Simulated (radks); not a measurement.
The numbers below are computed, except where a source is named.
The manganese ion Mn2+ inside a hard spherical wall (all orbitals vanish at R), configuration held at [Ar] 3d5 and not refilled when levels cross. Level of theory: scalar-relativistic Kohn-Sham, PBE, spin-polarised, spherical densities, point nucleus; open shells are filled with parallel spins first (a radial shooting solver on a logarithmic mesh with Libxc functionals). Eigenvalues in eV for spin up, with the zero of energy where the potential of the charges vanishes at infinity; a dash marks a level that is unbound or too diffuse for the functional's potential to be trusted. A positive occupied level is held by the wall or, in an anion where self-interaction has pushed it up, behind a barrier. The pressure on the wall is -dE/dV.

R (bohr)	E (hartree)	kinetic (hartree)	e(2p)	e(3s)	e(3p)	e(3d)	e(4s, empty)	e(4p, empty)	pressure (GPa)
free	-1157.63395	1170.457	-647.54	-105.35	-74.069	-25.875	-20.075	-14.377	0
20	-1157.63395	1170.457	-647.54	-105.35	-74.069	-25.875	-20.075	-14.377	< 0.0001
15	-1157.63395	1170.457	-647.54	-105.35	-74.069	-25.875	-20.075	-14.377	< 0.0001
12	-1157.63395	1170.457	-647.54	-105.35	-74.069	-25.875	-20.075	-14.377	< 0.0001
10	-1157.63395	1170.457	-647.54	-105.35	-74.069	-25.875	-20.075	-14.376	< 0.0001
7	-1157.63393	1170.457	-647.54	-105.35	-74.068	-25.873	-20.059	-14.291	0.00201
6	-1157.63376	1170.459	-647.52	-105.34	-74.055	-25.861	-19.973	-14.022	0.0284
4	-1157.61692	1170.587	-646.76	-104.73	-73.463	-25.244	-17.247	-9.402	5.46
3.5	-1157.58299	1170.794	-645.72	-103.93	-72.687	-24.381	-13.878	-4.748	21.5
3	-1157.47730	1171.372	-643.32	-102.19	-70.982	-22.377	-6.296	4.820	94.0
1.5	-1147.67663	1210.908	-573.69	-51.745	-17.207	38.585	213.27	230.64	35000
